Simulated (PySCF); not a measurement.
A side-by-side comparison of computed properties.

First species: C3H11NOSi2.
InChI=1S/C3H11NOSi2/c1-3(2)6-4-7-5/h4-5H,1,6-7H2,2H3

Second species: C4H6O2Si.
InChI=1S/C4H6O2Si/c5-2-6-3-1-4(3)7/h1-2,4H,7H3/t4-/m1/s1

Levels: B3LYP/def2-SVPD for dipole moment, HOMO energy, LUMO energy, HOMO–LUMO gap, static isotropic polarisability and electronic spatial extent ⟨r²⟩ about the centre of nuclear charge; TDDFT B3LYP/def2-SVPD for lowest singlet excitation; TDA B3LYP/def2-SVPD for lowest triplet excitation (Tamm–Dancoff); GFN2-xTB for rotational constant A and rotational constant C. Geometries: GFN2-xTB. All species are isolated and taken at one optimised geometry, non-relativistic unless stated. Electronic properties by PySCF.

Dipoles, sizes and rotational constants follow the conformer. The torsions of the flexible species, by atom-mapped SMILES:
- `[CH2:1]=[C:2]([CH3:3])[SiH2:4][NH:5][SiH2:6][OH:7]`: C1–C2–Si4–N5 -17°, C2–Si4–N5–Si6 169°, Si4–N5–Si6–O7 27°, H–O7–Si6–N5 46°
- `[O:1]=[CH:2][O:3][C:4]1=[CH:5][C@H:6]1[SiH3:7]`: O1–C2–O3–C4 0°, C2–O3–C4–C5 -1°

Values for the first species:

* Dipole moment: 1.98 D
* HOMO energy: -7.17 eV
* LUMO energy: -0.48 eV
* HOMO–LUMO gap: 6.69 eV
* Lowest singlet excitation: 5.85 eV
* Lowest triplet excitation (Tamm–Dancoff): 4.34 eV
* Static isotropic polarisability: 99.6 au
* Electronic spatial extent ⟨r²⟩ about the centre of nuclear charge: 1690 bohr²
* Rotational constant A: 4.687 GHz
* Rotational constant C: 0.673 GHz

Q: Estimate the same properties for the second species, and the change in each.

A: 
| property | first | second | second less first |
| --- | --- | --- | --- |
| dipole moment | 1.98 D | 1.08 D | -0.90 D |
| HOMO energy | -7.17 eV | -6.70 eV | +0.47 eV |
| LUMO energy | -0.48 eV | -1.35 eV | -0.87 eV |
| HOMO–LUMO gap | 6.69 eV | 5.35 eV | -1.34 eV |
| lowest singlet excitation | 5.85 eV | 4.73 eV | -1.12 eV |
| lowest triplet excitation (Tamm–Dancoff) | 4.34 eV | 3.59 eV | -0.75 eV |
| static isotropic polarisability | 99.6 au | 81.3 au | -18.3 au |
| electronic spatial extent ⟨r²⟩ about the centre of nuclear charge | 1690 bohr² | 1175 bohr² | -515 bohr² |
| rotational constant A | 4.687 GHz | 6.284 GHz | +1.597 GHz |
| rotational constant C | 0.673 GHz | 0.979 GHz | +0.306 GHz |

On the first: No computed singlet falls in the visible range (750 to 380 nm, 1.65 to 3.26 eV); S1 lies 2.59 eV above its blue end. S1 lies 0.84 eV below the HOMO–LUMO gap; its leading configuration is HOMO→LUMO, weight 0.99.

On the second: The principal polarisabilities are 63.0, 76.9 and 103.9 au; their mean is the isotropic value. No computed singlet falls in the visible range (750 to 380 nm, 1.65 to 3.26 eV); S1 lies 1.47 eV above its blue end.
